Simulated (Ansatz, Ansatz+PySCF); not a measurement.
```xyz
3

H     0.0000    0.0000   -1.2320
Be    0.0000    0.0000    0.0000
H     0.0000    0.0000    1.2320
```

RHF-MP2 on singlet BeH2 was run in several spherical basis sets with Ansatz (development build ahead of 0.2.0). Frozen core: 0 orbitals.

Q: Rank the basis sets by the total energy that they give, lowest first, with the distance from the lowest.
A. cc-pVTZ
B. 6-31G(d)
C. cc-pVDZ
D. def2-TZVP
E. def2-SVP

A: D (0.00 eV), A (0.20 eV), C (0.84 eV), B (1.24 eV), E (1.40 eV).

Totals follow the description of the cores as much as that of the bonds, so this order isn't one of quality for chemistry.
